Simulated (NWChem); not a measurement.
CHAuO; SMILES [C-](->[AuH])#[O+]

```xyz
4

Au    -0.1994     0.3589     0.0000
H     -0.3972     1.9573     0.0000
O      0.1478    -2.7365     0.0000
C      0.0268    -1.6135     0.0000
```
Atoms are numbered in this order, from 1.

Level: PBE0/def2-SVP with def2 effective core potentials on Au (NWChem), optimised geometry, unscaled harmonic frequencies. def2 effective core potentials on Au; no spin-orbit coupling.

List the harmonic frequencies with IR intensities, and the thermochemistry.


| frequency (cm⁻¹) | IR intensity (km/mol) |
|---|---|
| 184 | 24.5 |
| 360 | 5.0 |
| 557 | 3.3 |
| 658 | 12.0 |
| 2135 | 0.0 |
| 2277 | 434.8 |

| Quantity | Value |
|---|---|
| zero-point energy | 8.8 kcal/mol |
| thermal correction to the enthalpy at 298.15 K (with zero-point energy) | 12.0 kcal/mol |
| heat capacity Cv | 11.4 cal/(mol K) |
| entropy at 298.15 K and 1 atm (symmetry number 1) | 60.9 cal/(mol K) |

Rigid rotor and harmonic oscillator.
